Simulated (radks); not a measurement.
Species: N. Configuration: [He] 2s2 2p3. All-electron calculation, non-relativistic Kohn-Sham, PBE, spin-polarised, spherical densities, point nucleus; open shells are filled with parallel spins first. Program: a radial shooting solver on a logarithmic mesh with Libxc functionals.

Normalised radial functions P(r) = r R(r), r in bohr:

r,1s up,2s down
0.01231,0.3967,0.0889
0.01366,0.4360,0.0977
0.01528,0.4822,0.1080
0.01696,0.5288,0.1184
0.01897,0.5832,0.1305
0.02105,0.6377,0.1427
0.02354,0.7010,0.1568
0.02612,0.7639,0.1707
0.02922,0.8362,0.1867
0.03268,0.9129,0.2036
0.03626,0.9880,0.2201
0.04056,1.0725,0.2385
0.04501,1.1538,0.2561
0.05034,1.2436,0.2752
0.05586,1.3280,0.2930
0.06248,1.4189,0.3116
0.06932,1.5017,0.3281
0.07754,1.5872,0.3442
0.08604,1.6612,0.3572
0.09623,1.7327,0.3680
0.1068,1.7889,0.3744
0.1194,1.8358,0.3763
0.1336,1.8655,0.3718
0.1482,1.8752,0.3609
0.1658,1.8640,0.3406
0.184,1.8317,0.3128
0.2058,1.7723,0.2723
0.2283,1.6941,0.2242
0.2554,1.5860,0.1606
0.2834,1.4656,0.0905
0.317,1.3180,0.0039
0.3517,1.1687,-0.0859
0.3934,1.0006,-0.1907
0.44,0.8317,-0.3011
0.4882,0.6804,-0.4053
0.5461,0.5297,-0.5153
0.6059,0.4054,-0.6115
0.6778,0.2914,-0.7043
0.752,0.2053,-0.7766
0.8412,0.1337,-0.8346
0.9334,0.0851,-0.8670
1.044,0.0491,-0.8765
1.158,0.0276,-0.8617
1.296,0.0137,-0.8220
1.438,0.0066,-0.7659
1.608,0.0027,-0.6893
1.799,0.0010,-0.6015
1.996,0.0004,-0.5151
2.232,0.0001,-0.4220
2.477,0.0000,-0.3398
2.771,0.0000,-0.2594
3.074,0.0000,-0.1944
3.438,0.0000,-0.1363
3.815,0.0000,-0.0937
4.268,0.0000,-0.0592
4.735,0.0000,-0.0366
5.296,0.0000,-0.0204
5.877,0.0000,-0.0111
6.573,0.0000,-0.0053

1s up: eigenvalue -383.93 eV, 0 radial nodes, <r> = 0.230 bohr, 90 % of the charge inside 0.413 bohr. 2s down: eigenvalue -15.281 eV, 1 radial node at r = 0.318 bohr, <r> = 1.36 bohr, 90 % of the charge inside 2.21 bohr.
